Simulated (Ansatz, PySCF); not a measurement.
System: sum formula H3GeO4, charge 0, multiplicity 2. It need not be the lowest isomer of its formula. SMILES: [OH][Ge]([O])([OH])[OH]
Structure (B3LYP-D3(BJ)/def2-TZVP (Ansatz, a first-principles code) minimum search):
```
Ge
O 1 1.7583
H 2 0.9645 1 111.80
O 1 1.7609 2 106.44 3 -14.50
H 4 0.9637 1 113.25 2 162.60
O 1 1.7683 2 116.87 3 105.13
H 6 0.9641 1 113.21 2 69.70
O 1 1.7944 2 106.13 3 -139.79
```
Charge 0, spin multiplicity 2.

Property: atomisation energy (electronic, to ground-state atoms), in kJ/mol. Correlated levels leave the core frozen unless marked. Open shells are spin-unrestricted. Spin-orbit coupling is left out. The frozen core is the preceding noble-gas configuration, with the filled d and f shells of earlier blocks. Non-relativistic. The coupled-cluster limit lacks core correlation, which all-electron functionals hold. CBS(X,Y): correlation extrapolated as X^-3; Hartree-Fock from the larger set. The bracket is a focal-point correction in the basis named.

```tsv
level	program	atomisation energy (kJ/mol)
HF/cc-pVTZ	Ansatz	1803.8
HF/def2-TZVPD	PySCF	1805.5
HF/cc-pVQZ	Ansatz	1819.0
BLYP-D3(BJ)/def2-TZVPD	Ansatz + dftd3	2836.1
BLYP/def2-TZVPD	Ansatz	2808.0
revPBE-D3(BJ)/def2-TZVPD	Ansatz + dftd3	2783.5
B3LYP-D3(BJ)/def2-TZVPD	Ansatz + dftd3	2796.8
BHLYP-D3(BJ)/def2-TZVPD	Ansatz + dftd3	2645.5
BHLYP-D4/def2-TZVPD	Ansatz + dftd4	2645.3
BHLYP/def2-TZVPD	Ansatz	2626.6
TPSSh-D4/def2-TZVPD	PySCF + dftd4	2775.8
CAM-B3LYP-D4/def2-TZVPD	Ansatz + dftd4	2831.4
LC-wPBE-D3(BJ)/def2-TZVPD	Ansatz + dftd3	2826.2
LC-wPBE-D4/def2-TZVPD	Ansatz + dftd4	2830.6
B2GP-PLYP-D3(BJ)/def2-TZVPD	Ansatz + dftd3	2793.0
B2GP-PLYP/def2-TZVPD	Ansatz	2782.8
PBE-QIDH/def2-TZVPD	Ansatz	2774.1
MP2/STO-3G	Ansatz	2041.9
CCSD/cc-pVTZ	Ansatz	2696.1
CCSD(T)/cc-pVTZ	Ansatz	2758.4
RI-MP2/CBS(cc-pVTZ,cc-pVQZ)+[CCSD(T)-MP2]/cc-pVTZ	Ansatz	2874.1
```
